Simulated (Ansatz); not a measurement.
Conformers and stereoisomers of CH₇ClO₃Si₂ (`CO[SiH](O)[SiH](O)Cl`), each relaxed with PBE0-D4/def2-TZVP in Ansatz. CBS adds the triple-zeta coupled-cluster correction to the MP2 limit.

Not all of them had a frequency check.

Conformer A:

Z-matrix (Å, degrees):
```
C
O 1 1.411
H 1 1.096 2 111.6
H 1 1.091 2 108.2 3 -119.5
H 1 1.093 2 111.0 3 121.1
Si 2 1.638 1 125.2 3 -40.3
Si 6 2.347 2 111.5 1 -86.2
O 6 1.638 2 109.0 1 156.5
H 6 1.498 2 107.4 1 34.9
O 7 1.640 6 115.2 2 176.4
Cl 7 2.079 6 103.0 2 56.3
H 7 1.479 6 116.0 2 -60.1
H 8 0.959 6 118.2 2 -54.4
H 10 0.959 7 118.3 6 -48.7
```

Conformer B:

```xyz
14

C    -0.365    1.151   -1.866
O    -0.318   -0.212   -1.503
Si   -0.721   -0.769   -0.015
O    -0.860   -2.398   -0.076
Si    0.977   -0.358    1.550
O     1.455    1.192    1.273
Cl    0.212   -0.537    3.464
H     0.424    1.721   -1.366
H    -0.220    1.220   -2.945
H    -1.334    1.600   -1.615
H    -1.997   -0.109    0.395
H    -1.536   -2.776   -0.642
H     2.139   -1.284    1.517
H     2.145    1.559    1.830
```

(1) Which is lowest in electronic energy at CCSD(T)/CBS (frozen core, def2 sets), and by how much? (An estimate is asked.)

(2) Give the energies relative to B (kJ/mol) with PBE0-D4/def2-TZVPP, B3LYP-D4/def2-TZVPP, PBE/def2-TZVPP, PBE0/def2-TZVPP, MP2/def2-TZVPP, CCSD(T)/def2-TZVPP, HF/def2-QZVPP. (Estimate.)

Answers

(1) The calculation gave: B; A lies 0.9 kJ/mol higher. Gaps under about 2 kJ/mol don't settle the order.

(2) Ansatz gave: 
```csv
level,A
PBE0-D4/def2-TZVPP,0.6
B3LYP-D4/def2-TZVPP,1.0
PBE/def2-TZVPP,0.1
PBE0/def2-TZVPP,1.0
MP2/def2-TZVPP,1.5
CCSD(T)/def2-TZVPP,1.5
HF/def2-QZVPP,3.5
```

B3LYP here is the variant with VWN-RPA as its local correlation; programs differ in this.
